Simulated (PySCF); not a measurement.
From one molecule to another.

First species: C4H11NOSi.
SMILES: `O[SiH2]NC1CCC1`

Second species: C₄H₁₁NOSi.
Cartesian coordinates in Å at the GFN2-xTB level; atoms count from 1:
```
atom  x, y, z in Å
C1    -3.1796    0.3999    0.7625
C2    -2.1996    0.5136   -0.1160
C3    -0.8563    1.0692    0.1725
Si4    0.4362   -0.3172    0.2416
N5     0.4484   -1.1251   -1.2863
O6     1.8423    0.4599    0.4724
C7     3.1225   -0.0887    0.5059
H8    -3.0666    0.7406    1.7787
H9    -4.1338   -0.0294    0.5075
H10   -2.3448    0.1630   -1.1301
H11   -0.8699    1.6022    1.1212
H12   -0.5773    1.7780   -0.6066
H13    0.1852   -1.2277    1.3737
H14    1.1971   -1.7654   -1.4989
H15   -0.4177   -1.4846   -1.6513
H16    3.8217    0.6993    0.7883
H17    3.4008   -0.4801   -0.4757
H18    3.1827   -0.9012    1.2346
```

Levels: PBE0/def2-SVPD for dipole moment, HOMO energy, LUMO energy, HOMO–LUMO gap, static isotropic polarisability and electronic spatial extent ⟨r²⟩ about the centre of nuclear charge; TDDFT PBE0/def2-SVPD for lowest singlet excitation; TDA PBE0/def2-SVPD for lowest triplet excitation (Tamm–Dancoff); GFN2-xTB for rotational constant A and rotational constant C. Geometries: GFN2-xTB. Each structure is a single optimised conformer of the isolated species, non-relativistic unless stated. Electronic properties by PySCF.

The conformers computed, where there is a choice (atom-mapped SMILES and torsion angles):
- `[OH:1][SiH2:2][NH:3][CH:4]1[CH2:5][CH2:6][CH2:7]1`: O1–Si2–N3–C4 -52°, Si2–N3–C4–C5 162°, H–O1–Si2–N3 -51°
- `[CH2:1]=[CH:2][CH2:3][Si@@H:4]([NH2:5])[O:6][CH3:7]`: C1–C2–C3–Si4 106°, C2–C3–Si4–N5 60°, C3–Si4–O6–C7 -175°, H–N5–Si4–C3 168°, H–N5–Si4–C3 -54°

Q: Which of the two has the higher T1 energy, and by how much?

A: The first: 5.78 eV against 4.29 eV, a difference of 1.49 eV.

Q: Which of the two has the higher ⟨r²⟩, and by how much?

A: The second: 1271 bohr² against 1224 bohr², a difference of 47 bohr².

Q: Which of the two has the higher S1 energy, and by how much?

A: The second: 6.21 eV against 5.99 eV, a difference of 0.22 eV.

Q: Which of the two has the higher rotational constant A, and by how much?

A: The first: 5.498 GHz against 4.859 GHz, a difference of 0.639 GHz.

Q: Which of the two has the higher HOMO energy, and by how much?

A: The first: -6.77 eV against -6.94 eV, a difference of 0.17 eV.

Q: Which of the two has the higher rotational constant C, and by how much?

A: The first: 1.018 GHz against 0.960 GHz, a difference of 0.058 GHz.

Q: Which of the two has the higher static isotropic polarisability, and by how much?

A: The second: 87.0 au against 82.8 au, a difference of 4.2 au.

Q: Which of the two has the higher LUMO energy, and by how much?

A: The first: 0.35 eV against 0.19 eV, a difference of 0.16 eV.

On the first: The polarisability is 12.28 Å³ as a volume (1 au = 0.148185 Å³), or 1.29 au for each of the 64 electrons.

On the second: The principal polarisabilities are 73.2, 78.9 and 108.9 au; their mean is the isotropic value. S1 lies 0.92 eV below the HOMO–LUMO gap; its leading configuration is HOMO→LUMO, weight 0.72.
